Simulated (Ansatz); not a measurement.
Ga8N8H22, a nanocrystal cut from wurtzite GaN (hydrogen-capped). Charge 0, multiplicity 1. Geometry r2SCAN-D4/def2-SVP; atoms count from 1.

| atom | x (Å) | y (Å) | z (Å) |
| --- | --- | --- | --- |
| Ga1 | -2.272 | 0.237 | -2.946 |
| N2 | -3.193 | 0.827 | -1.238 |
| N3 | -0.555 | -0.409 | -2.157 |
| Ga4 | 0.436 | 1.059 | -1.305 |
| Ga5 | -2.284 | 0.516 | 0.513 |
| N6 | -0.578 | 1.464 | 0.343 |
| N7 | 2.140 | 0.306 | -0.677 |
| Ga8 | 3.306 | 1.718 | 0.119 |
| Ga9 | 0.434 | 1.238 | 2.006 |
| N10 | 2.130 | 2.244 | 1.685 |
| Ga11 | -0.885 | -2.002 | -1.088 |
| N12 | -1.753 | -1.354 | 0.534 |
| N13 | 0.936 | -2.556 | -0.468 |
| Ga14 | 2.051 | -1.222 | 0.525 |
| Ga15 | -0.739 | -1.793 | 2.214 |
| N16 | 0.898 | -0.649 | 1.991 |
| H17 | -2.022 | 1.533 | -3.793 |
| H18 | -3.100 | -0.994 | -3.466 |
| H19 | -3.409 | 1.826 | -1.313 |
| H20 | -4.113 | 0.378 | -1.203 |
| H21 | -0.003 | -0.691 | -2.976 |
| H22 | 0.604 | 2.318 | -2.219 |
| H23 | -3.209 | 0.998 | 1.678 |
| H24 | -0.814 | 2.461 | 0.291 |
| H25 | 2.652 | 0.014 | -1.518 |
| H26 | 3.373 | 2.963 | -0.833 |
| H27 | 4.575 | 1.044 | 0.755 |
| H28 | -0.261 | 1.782 | 3.297 |
| H29 | 1.900 | 3.238 | 1.600 |
| H30 | 2.696 | 2.193 | 2.537 |
| H31 | -1.593 | -3.203 | -1.796 |
| H32 | -2.611 | -1.907 | 0.645 |
| H33 | 1.469 | -2.921 | -1.262 |
| H34 | 0.810 | -3.364 | 0.152 |
| H35 | 3.406 | -1.876 | 0.951 |
| H36 | -1.557 | -1.274 | 3.450 |
| H37 | -0.283 | -3.306 | 2.115 |
| H38 | 1.417 | -0.836 | 2.857 |

Single mean-field runs in def2-TZVP are fitted with def2-universal-jkfit.

Q: Estimate the Mulliken populations of the heavy atoms from the PBE0/def2-TZVP orbitals of Ansatz.

A: 
| atom | charge (e) |
| --- | --- |
| Ga1 | 0.18 |
| N2 | -0.56 |
| N3 | -0.45 |
| Ga4 | 0.28 |
| Ga5 | 0.28 |
| N6 | -0.45 |
| N7 | -0.45 |
| Ga8 | 0.18 |
| Ga9 | 0.28 |
| N10 | -0.56 |
| Ga11 | 0.32 |
| N12 | -0.46 |
| N13 | -0.54 |
| Ga14 | 0.32 |
| Ga15 | 0.16 |
| N16 | -0.46 |
Mulliken values depend strongly on the basis.

Q: And the Mayer bond orders between heavy atoms (over 0.3)?

A: Ga1–N2 0.64 (2.03 Å); Ga1–N3 0.72 (2.00 Å); N2–Ga5 0.73 (2.00 Å); N3–Ga4 0.80 (1.97 Å); N3–Ga11 0.81 (1.95 Å); Ga4–N6 0.74 (1.98 Å); Ga4–N7 0.80 (1.97 Å); Ga5–N6 0.79 (1.96 Å); Ga5–N12 0.82 (1.94 Å); N6–Ga9 0.79 (1.96 Å); N7–Ga8 0.72 (2.00 Å); N7–Ga14 0.81 (1.95 Å); Ga8–N10 0.64 (2.03 Å); Ga9–N10 0.73 (2.00 Å); Ga9–N16 0.82 (1.94 Å); Ga11–N12 0.80 (1.95 Å); Ga11–N13 0.70 (2.00 Å); N12–Ga15 0.69 (2.01 Å); N13–Ga14 0.69 (2.00 Å); Ga14–N16 0.80 (1.95 Å); Ga15–N16 0.69 (2.01 Å).
